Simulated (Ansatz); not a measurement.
Program: Ansatz. Geometries: PBE0-D4/def2-TZVP. ΔE: electronic, gas phase. CBS: MP2 limit from def2 TZ/QZ plus the TZ coupled-cluster correction, frozen cores. DFT in def2-TZVPP. B3LYP here is the variant with VWN-RPA as its local correlation; programs differ in this. Each species was taken in one conformer, which may not be the lowest.

`S[SiH2][SiH2]CCl` + `FCC(=S)S` → `FCC(=S)[SiH2]S` + `S[SiH2]CCl`  (formal exchange of groups at the Si–Si bond)

```
             level  ΔE (kJ/mol)
          B3LYP-D4        -65.6
           ωB97X-V        -71.7
    MP2/def2-TZVPP        -80.7
SCS-MP2/def2-TZVPP        -79.7
   CCSD/def2-TZVPP        -78.1
     HF/def2-QZVPP        -79.7
    MP2/def2-QZVPP        -81.5
SCS-MP2/def2-QZVPP        -80.8
```

Q: What does CCSD(T)/CBS give? (An estimate is asked.)

A: The calculation gave: -77.5 kJ/mol. The listed levels differ from it by 11.9, 5.8, -3.2, -2.2, -0.6, -2.2, -4.0, -3.3 kJ/mol.

Largest T1 diagnostic among the species: 0.016.

The D4 term adds −3.5 kJ/mol with B3LYP and −1.8 kJ/mol with PBE0; it sums over pairs of atoms, weighted by their polarisabilities, and B3LYP, whose exchange is more repulsive, gets the larger term. From PBE to PBE0 (25 % exact exchange), in def2-TZVPP and without D4, ΔE moves by −8.5 kJ/mol.
